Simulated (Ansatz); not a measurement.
Gas-phase electronic energies from Ansatz, PBE0-D4/def2-TZVP geometries. CCSD(T)/CBS adds triple-zeta CCSD(T) − MP2 to the extrapolated MP2 energy (def2 sets, frozen cores). This one scheme is used for every species. DFT in def2-TZVPP. B3LYP here is the variant with VWN-RPA as its local correlation; programs differ in this. For Ge outer-core shells are correlated without core-valence functions, which leaves a few kJ/mol of doubt a bond. Scalar relativity is left out up to krypton. Each species was taken in one conformer, which may not be the lowest.

Consider the formal hydrolysis of a Ge–S bond: `C[O][GeH]([SH])[O]C` + H₂O → `C[O][GeH]([OH])[O]C` + H₂S.

Question: Is it downhill or uphill in electronic energy at CCSD(T)/CBS, and by how much? (An estimate is asked.)

Answer: The calculation gave: Uphill: ΔE = +10.4 kJ/mol.

Question: What do these levels give: r2SCAN-D4, B3LYP-D4, ωB97M-V, B2PLYP, PBE, PBE0, MP2/def2-TZVPP, SCS-MP2/def2-TZVPP, HF/def2-QZVPP, MP2/def2-QZVPP, HF/CBS(def2), CCSD/CBS(def2)? (Estimate.)

Answer: The calculation gave: r2SCAN-D4 9.3, B3LYP-D4 9.1, ωB97M-V 7.4, B2PLYP 3.6, PBE 13.6, PBE0 12.2, MP2/def2-TZVPP 9.3, SCS-MP2/def2-TZVPP 2.8, HF/def2-QZVPP -10.5, MP2/def2-QZVPP 12.1, HF/CBS(def2) -10.7, CCSD/CBS(def2) 7.5 kJ/mol.

Largest T1 diagnostic among the species: 0.012.

In def2-TZVPP, CCSD(T) changes the Hartree–Fock value by +14.4 kJ/mol (the triples alone add +2.8 kJ/mol) and MP2 by +18.8 kJ/mol. The D4 term adds +6.4 kJ/mol with B3LYP and +3.6 kJ/mol with PBE0; it sums over pairs of atoms, weighted by their polarisabilities, and B3LYP, whose exchange is more repulsive, gets the larger term.
